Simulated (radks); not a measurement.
Values are calculated unless marked as measured or tabulated.
Excited configurations of Cs II: one electron is placed in a higher orbital outside [Kr] 4d10 5s2 5p5. The ground configuration is [Xe]. Level of theory: scalar-relativistic Kohn-Sham, PBEsol, spin-polarised, spherical densities, point nucleus; open shells are filled with parallel spins first (spin-orbit coupling, left out, can overturn this in heavy ions) (a radial shooting solver on a logarithmic mesh with Libxc functionals). Excitation = E - E(ground); binding = E(ion) - E, where the ion is the core of charge +2; n* = 2/sqrt(2 binding) in atomic units, and the quantum defect is n - n*.

outer orbital  excitation (eV)  binding (eV)     n*  quantum defect  eigenvalue (eV)  <r> (bohr)
4f                      19.157         4.323  3.548           0.452           -2.424       5.766
5d                      14.281         9.199  2.432           2.568           -6.062       3.339
5f                      20.125         3.356  4.027           0.973           -2.426       9.451
6s                      13.655         9.825  2.354           3.646           -7.707       4.396
6p                      16.184         7.296  2.731           3.269           -5.681       5.454
6d                      18.938         4.542  3.461           2.539           -3.478       8.047
6f                      21.199         2.281  4.884           1.116           -1.762       15.75
7s                      18.482         4.999  3.300           3.700           -4.001       8.612
7d                      20.665         2.815  4.397           2.603           -2.232       13.88
7f                      21.837         1.644  5.754           1.246           -1.299       23.37

Estimate the row for 7p.

Answer. excitation (eV) 19.422; binding (eV) 4.058; n* 3.662; quantum defect 3.338; eigenvalue (eV) -3.211; <r> (bohr) 10.18. The Delta-SCF ionisation energy is 23.480 eV (NIST Atomic Spectra Database: 23.157 eV, measured). Self-interaction in the functional shifts the binding energies and quantum defects, so they are the method's values and not measured ones. Open shells are spherical and high-spin; term and fine-structure splittings are not resolved. Spin-orbit splitting is averaged out at the scalar-relativistic level.
